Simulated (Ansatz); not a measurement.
Calculated with Ansatz (gas phase, PBE0-D4/def2-TZVP geometries, no zero-point term in ΔE). CBS: MP2 limit from def2 TZ/QZ plus the TZ coupled-cluster correction, frozen cores. This one scheme is used for every species. DFT in def2-TZVPP. Each species was taken in one conformer, which may not be the lowest.

`CB[SiH2][SiH2]Cl` + `C=CN[SiH3]` → `C=CN([SiH3])[SiH2]Cl` + `CB[SiH3]`  (cleavage of the Si–Si bond)

```
               species  r2SCAN energy (Eh)
    `CB[SiH2][SiH2]Cl`         -1106.90717
          `C=CN[SiH3]`          -424.61262
`C=CN([SiH3])[SiH2]Cl`         -1174.94998
            `CB[SiH3]`          -356.58223
```

**Question.** Work out ΔE.

**Answer.** ΔE = (-1174.94998) + (-356.58223) − (-1106.90717) − (-424.61262) = -0.01242 Eh = -7.8 kcal/mol. CCSD(T)/CBS gives -11.0 kcal/mol.

Largest T1 diagnostic among the species: 0.012.

The D4 term adds −2.0 kcal/mol with B3LYP and −1.0 kcal/mol with PBE0; it sums over pairs of atoms, weighted by their polarisabilities, and B3LYP, whose exchange is more repulsive, gets the larger term. From PBE to PBE0 (25 % exact exchange), in def2-TZVPP and without D4, ΔE moves by −1.8 kcal/mol.

B3LYP here is the variant with VWN-RPA as its local correlation; programs differ in this.
